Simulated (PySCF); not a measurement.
# Tb(3+) (terbium, charge +3) across methods

[Xe] 4f8, high-spin 7F determinant. Calculation: PySCF 2.14, in x2c-TZVPPall with one added diffuse shell each of s, p, d, f type (12s8p8d5f2g, 129 functions); the spin-free X2C one-electron Hamiltonian (Gaussian nucleus).

```
method   E (hartree)  mean ε 5p β (eV)  mean ε 4f α (eV)  mean ε 4f β (eV)  Σ⟨r²⟩ (bohr²)    ⟨S²⟩
r2SCAN     -11707.07           -52.169           -36.383           -31.190          34.57  12.006
   UHF  -11702.92291           -57.594           -48.330           -40.630          34.54  12.007
  PBE0     -11706.71           -53.461           -39.338           -33.904          34.58  12.004
   LDA     -11698.44           -51.901           -36.390           -31.285          34.67  12.003
```

**Question.** Estimate the same row for PBE.

**Answer.** E (hartree) = -11706.79; mean ε 5p β (eV) = -51.611; mean ε 4f α (eV) = -36.092; mean ε 4f β (eV) = -31.307; Σ⟨r²⟩ (bohr²) = 34.68; ⟨S²⟩ = 12.003.

Spin-orbit coupling, absent here, splits the open shell strongly.
